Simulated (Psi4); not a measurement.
A dimer, C2H6O ··· H6Si2 (SMILES COC and [SiH3][SiH3]); the first 9 atoms form monomer A.

```
17

C     -1.1195    -0.3372     0.0896
O     -0.1167     0.0563    -0.8190
C      1.1065     0.3435    -0.1808
H     -2.0216    -0.5385    -0.4860
H     -1.3308     0.4536     0.8219
H     -0.8327    -1.2461     0.6355
H      1.0003     1.1658     0.5395
H      1.4976    -0.5340     0.3515
H      1.8168     0.6366    -0.9523
Si    -0.2032    -1.4306    -3.8929
Si     0.5181    -3.3040    -2.6822
H      0.7775    -0.3254    -3.7632
H     -1.5151    -0.9624    -3.3831
H     -0.3469    -1.7706    -5.3295
H      0.6410    -2.9699    -1.2423
H      1.8400    -3.7590    -3.1776
H     -0.4518    -4.4164    -2.8295
```

What interaction energy does SAPT0/jun-cc-pVDZ, frozen core (Psi4) give, and which attractive term is the largest?

Total -9.95 kJ/mol: electrostatics -8.73, exchange 10.22, induction -2.21, dispersion -9.23. The most attractive term is dispersion.
